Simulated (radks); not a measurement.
Values are calculated unless marked as measured or tabulated.
Question: Ionisation ladder of titanium, from Ti to Ti8+. Each ion is in the ground configuration listed by NIST, and IE = E(next ion) - E(this ion). Level of theory: non-relativistic Kohn-Sham, BLYP, spin-polarised, spherical densities, point nucleus; open shells are filled with parallel spins first (a radial shooting solver on a logarithmic mesh with Libxc functionals).

| species | configuration | IE, Delta-SCF (eV) | <r> HOMO (bohr) |
|---|---|---|---|
| Ti | [Ar] 3d2 4s2 | ? | 3.61 |
| Ti+ | [Ar] 3d2 4s1 | 13.946 | 3.14 |
| Ti2+ | [Ar] 3d2 | 27.671 | 1.42 |
| Ti3+ | [Ar] 3d1 | ? | 1.26 |
| Ti4+ | [Ar] | ? | 1.03 |
| Ti5+ | [Ne] 3s2 3p5 | ? | 0.999 |
| Ti6+ | [Ne] 3s2 3p4 | 140.26 | 0.972 |
| Ti7+ | [Ne] 3s2 3p3 | 168.77 | 0.937 |
| Ti8+ | [Ne] 3s2 3p2 | 192.26 | 0.914 |

Estimate the withheld Delta-SCF values.

Answer: Ti: 6.773 eV (NIST 6.828); Ti3+: 43.733 eV (NIST 43.267); Ti4+: 99.096 eV (NIST 99.30); Ti5+: 119.39 eV (NIST 119.53).
